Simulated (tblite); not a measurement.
A geometry optimisation, step by step.

Compound: C6H6BrN (charge +1 and doublet state).
Bonds: N1–C2, C2–C3 (aromatic), C3–C4 (aromatic), C4–C5 (aromatic), C5–C6 (aromatic), C6–C7 (aromatic), C7–Br8, C2–C7 (aromatic). Hydrogens: H9, H10 on N1; H11 on C3; H12 on C4; H13 on C5; H14 on C6.
Bond orders are those of one Lewis drawing.

Computed with GFN2-xTB (tblite), gas phase: L-BFGS steps from a force-field or distance-geometry start until the largest atomic force falls under 0.01 eV/Å. 9 of its 27 geometries are shown.

Step 0: E = -610.2307 eV, largest atomic force 2.585 eV/Å
```
atom  x, y, z in Å  |  force x, y, z in eV/Å
N1     -2.178   -0.673    0.057    1.683   0.906   0.236
C2     -0.860   -0.275    0.028   -2.045  -1.575  -0.132
C3      0.146   -1.234   -0.224    0.937  -0.207  -0.251
C4      1.484   -0.860   -0.298   -0.808  -1.260   0.035
C5      1.860    0.458   -0.091   -0.057   0.799   0.022
C6      0.884    1.425    0.149    0.163  -0.045   0.017
C7     -0.459    1.061    0.209    0.512   1.232   0.148
Br8    -1.736    2.426    0.555   -0.045  -0.122  -0.022
H9     -2.888    0.012    0.300    0.046  -0.099  -0.095
H10    -2.450   -1.646    0.018    0.175   0.068  -0.086
H11    -0.138   -2.272   -0.390    0.063   0.323   0.084
H12     2.236   -1.626   -0.490   -0.242   0.277   0.034
H13     2.905    0.744   -0.138   -0.155  -0.010   0.027
H14     1.191    2.460    0.292   -0.228  -0.287  -0.017
```

Step 3: E = -610.3355 eV, largest atomic force 0.347 eV/Å
```
atom  x, y, z in Å  |  force x, y, z in eV/Å
N1     -2.157   -0.662    0.069    0.245   0.149   0.195
C2     -0.877   -0.292    0.025    0.011   0.009  -0.020
C3      0.154   -1.241   -0.230   -0.004   0.012  -0.051
C4      1.472   -0.876   -0.294   -0.085  -0.098   0.052
C5      1.855    0.463   -0.093   -0.052   0.011  -0.034
C6      0.888    1.425    0.150   -0.071  -0.068  -0.001
C7     -0.455    1.075    0.211    0.055   0.016  -0.009
Br8    -1.737    2.422    0.554   -0.049  -0.069  -0.010
H9     -2.883    0.009    0.296    0.049   0.039  -0.060
H10    -2.440   -1.634    0.015    0.166   0.079  -0.092
H11    -0.136   -2.267   -0.389   -0.007  -0.079   0.005
H12     2.231   -1.621   -0.490   -0.062   0.033   0.004
H13     2.900    0.743   -0.137   -0.118  -0.027   0.005
H14     1.185    2.454    0.292   -0.079  -0.006   0.017
```

Step 6: E = -610.3500 eV, largest atomic force 0.113 eV/Å
```
atom  x, y, z in Å  |  force x, y, z in eV/Å
N1     -2.137   -0.650    0.099   -0.100  -0.049   0.020
C2     -0.866   -0.287    0.023    0.014   0.002   0.034
C3      0.150   -1.247   -0.238   -0.016  -0.029   0.030
C4      1.465   -0.882   -0.288    0.051   0.011  -0.075
C5      1.844    0.458   -0.098    0.002  -0.013   0.035
C6      0.884    1.423    0.150    0.019   0.063  -0.010
C7     -0.453    1.078    0.210   -0.043  -0.003  -0.002
Br8    -1.746    2.411    0.553   -0.056  -0.004   0.002
H9     -2.874    0.018    0.287    0.027   0.084   0.006
H10    -2.411   -1.618   -0.001    0.056  -0.037  -0.045
H11    -0.138   -2.276   -0.387   -0.040  -0.008   0.000
H12     2.224   -1.620   -0.489    0.039  -0.065   0.008
H13     2.885    0.740   -0.137    0.023  -0.015  -0.017
H14     1.172    2.452    0.294    0.024   0.063   0.012
```

Step 10: E = -610.3524 eV, largest atomic force 0.038 eV/Å
```
atom  x, y, z in Å  |  force x, y, z in eV/Å
N1     -2.138   -0.651    0.106    0.036   0.004  -0.013
C2     -0.865   -0.287    0.027   -0.002   0.001   0.014
C3      0.150   -1.250   -0.236    0.002   0.007   0.008
C4      1.466   -0.884   -0.293    0.000   0.000   0.010
C5      1.843    0.458   -0.096   -0.001   0.009  -0.018
C6      0.883    1.428    0.149    0.003  -0.006   0.003
C7     -0.454    1.079    0.210    0.008   0.010   0.012
Br8    -1.754    2.409    0.552   -0.020  -0.015  -0.005
H9     -2.869    0.028    0.286    0.016  -0.007   0.004
H10    -2.401   -1.620   -0.009   -0.017  -0.003  -0.016
H11    -0.143   -2.278   -0.387   -0.014   0.015   0.010
H12     2.226   -1.625   -0.489   -0.015   0.012  -0.002
H13     2.884    0.737   -0.139   -0.001  -0.009  -0.002
H14     1.173    2.458    0.296    0.005  -0.017  -0.006
```

Step 13: E = -610.3527 eV, largest atomic force 0.021 eV/Å
```
atom  x, y, z in Å  |  force x, y, z in eV/Å
N1     -2.135   -0.652    0.105   -0.008   0.002  -0.003
C2     -0.864   -0.287    0.030    0.007   0.011  -0.007
C3      0.150   -1.249   -0.234    0.012  -0.002   0.005
C4      1.465   -0.884   -0.293    0.008   0.005   0.003
C5      1.842    0.458   -0.098    0.002   0.006   0.010
C6      0.883    1.428    0.149    0.001   0.006  -0.002
C7     -0.454    1.080    0.212    0.001   0.014   0.016
Br8    -1.760    2.406    0.552    0.007  -0.014  -0.004
H9     -2.865    0.028    0.286   -0.013   0.002   0.007
H10    -2.402   -1.620   -0.013   -0.006  -0.002  -0.013
H11    -0.146   -2.276   -0.385   -0.005  -0.014   0.008
H12     2.225   -1.625   -0.489    0.002  -0.002  -0.007
H13     2.885    0.735   -0.140   -0.007   0.000  -0.009
H14     1.174    2.457    0.295    0.000  -0.011  -0.005
```

Step 16: E = -610.3528 eV, largest atomic force 0.017 eV/Å
```
atom  x, y, z in Å  |  force x, y, z in eV/Å
N1     -2.135   -0.651    0.104   -0.001   0.004  -0.002
C2     -0.863   -0.286    0.030   -0.006  -0.009   0.003
C3      0.150   -1.249   -0.233   -0.006  -0.001   0.001
C4      1.466   -0.884   -0.293   -0.006  -0.007   0.002
C5      1.842    0.459   -0.098    0.000  -0.007   0.001
C6      0.884    1.428    0.149    0.000  -0.002   0.005
C7     -0.454    1.081    0.214    0.002  -0.016  -0.003
Br8    -1.760    2.404    0.551   -0.002   0.006   0.003
H9     -2.865    0.028    0.287   -0.004  -0.005   0.003
H10    -2.402   -1.619   -0.016    0.003   0.012  -0.011
H11    -0.147   -2.276   -0.383    0.008   0.003   0.009
H12     2.224   -1.625   -0.490    0.005   0.001  -0.003
H13     2.885    0.735   -0.141    0.003   0.008  -0.007
H14     1.175    2.457    0.295    0.004   0.012  -0.001
```

Step 20: E = -610.3530 eV, largest atomic force 0.012 eV/Å
```
atom  x, y, z in Å  |  force x, y, z in eV/Å
N1     -2.135   -0.650    0.103   -0.002  -0.005   0.000
C2     -0.863   -0.287    0.031    0.001   0.003   0.008
C3      0.150   -1.250   -0.231    0.001  -0.001   0.004
C4      1.466   -0.884   -0.292    0.001   0.005  -0.003
C5      1.843    0.458   -0.097    0.000   0.004  -0.008
C6      0.884    1.428    0.151    0.001  -0.004   0.001
C7     -0.453    1.079    0.216   -0.001   0.009  -0.003
Br8    -1.762    2.402    0.551    0.008   0.006   0.004
H9     -2.866    0.027    0.289    0.002   0.004  -0.001
H10    -2.403   -1.617   -0.023   -0.002  -0.007  -0.009
H11    -0.147   -2.276   -0.378    0.005  -0.008   0.002
H12     2.225   -1.625   -0.491   -0.004   0.001   0.005
H13     2.884    0.736   -0.145   -0.001  -0.001  -0.002
H14     1.176    2.458    0.293   -0.007  -0.008   0.002
```

Step 23: E = -610.3530 eV, largest atomic force 0.014 eV/Å
```
atom  x, y, z in Å  |  force x, y, z in eV/Å
N1     -2.136   -0.650    0.102    0.000  -0.003   0.003
C2     -0.863   -0.287    0.033    0.001   0.000  -0.010
C3      0.150   -1.250   -0.229    0.002   0.000   0.006
C4      1.466   -0.884   -0.292    0.002   0.003  -0.003
C5      1.843    0.458   -0.099   -0.002   0.003   0.001
C6      0.884    1.428    0.152   -0.007   0.003  -0.012
C7     -0.453    1.080    0.217   -0.006  -0.004   0.011
Br8    -1.761    2.403    0.552    0.008   0.003   0.002
H9     -2.866    0.027    0.290    0.004  -0.001  -0.004
H10    -2.403   -1.617   -0.028   -0.001   0.002  -0.003
H11    -0.146   -2.278   -0.376    0.001   0.002   0.003
H12     2.225   -1.624   -0.491   -0.001  -0.005   0.003
H13     2.884    0.737   -0.147    0.001  -0.003  -0.003
H14     1.176    2.457    0.293   -0.001   0.000   0.006
```

Step 26: E = -610.3531 eV, largest atomic force 0.007 eV/Å
```
atom  x, y, z in Å  |  force x, y, z in eV/Å
N1     -2.136   -0.651    0.102    0.003   0.000  -0.001
C2     -0.864   -0.287    0.034   -0.001  -0.004  -0.001
C3      0.151   -1.250   -0.227    0.001   0.002  -0.005
C4      1.466   -0.884   -0.292   -0.001  -0.004   0.004
C5      1.842    0.459   -0.100    0.000  -0.002  -0.003
C6      0.884    1.428    0.151    0.001   0.001  -0.002
C7     -0.454    1.079    0.219    0.004  -0.006  -0.001
Br8    -1.760    2.404    0.553   -0.002   0.002   0.005
H9     -2.866    0.027    0.290    0.000  -0.001  -0.004
H10    -2.404   -1.616   -0.033   -0.001   0.002   0.001
H11    -0.144   -2.278   -0.373   -0.002   0.005   0.005
H12     2.225   -1.625   -0.491    0.001  -0.002   0.002
H13     2.884    0.737   -0.149   -0.002   0.001  -0.002
H14     1.175    2.457    0.293   -0.001   0.005   0.003
```

Question: Summarise the path.

Answer: The energy falls by 11.81 kJ/mol from step 0 to step 26; nine tenths of that is first reached at step 4. It falls at every step. The largest force goes from 2.585 to 0.007 eV/Å. Among the bonds N1–C2 changes most, from 1.377 to 1.325 Å; the atoms move by 0.033 Å rms after alignment.

The cost below is that of the whole relaxation. On one thread, Arm Neoverse V1 (aarch64), on a shared host, this took 0.17 s of wall time.
